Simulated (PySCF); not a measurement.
Screening by computed properties: pick the candidate that meets the target.

Each SMILES stands for a single optimised conformer of the isolated species (atoms past krypton carry core potentials, spin–orbit coupling is left out). Electronic properties by PySCF.

Dipoles, sizes and rotational constants follow the conformer. The torsions of the flexible species, by atom-mapped SMILES:
- `[SiH3:1][C:2]#[C:3][GeH2:4][CH2:5][Cl:6]`: C3–Ge4–C5–Cl6 180°
- `[CH3:1][O:2][BH:3][S:4][CH3:5]`: C1–O2–B3–S4 0°, O2–B3–S4–C5 180°

(1) Wanted: lowest singlet excitation above 5.8 eV (TDDFT B3LYP/def2-SVPD) and dipole moment below 1.6 D (B3LYP/def2-SVPD), at PBE0-D3(BJ)/def2-SVP geometries. Which candidate meets both?
A. `[SiH3]C#[C][GeH2][CH2]Cl`
B. `[Cl][Bi]([Cl])[Cl]`
C. `[H][Sb]([H])[S]C`
D. `COBSC`
E. `C#Cc1cccnc1`

Answers

(1) D. Computed values:
```
                 species  lowest singlet excitation  dipole moment
        [H][Sb]([H])[S]C                    3.96 eV         1.79 D
             C#Cc1cccnc1                    4.45 eV         2.04 D
      [Cl][Bi]([Cl])[Cl]                    4.85 eV         3.97 D
[SiH3]C#[C][GeH2][CH2]Cl                    5.50 eV         1.38 D
                   COBSC                    6.02 eV         0.68 D
```
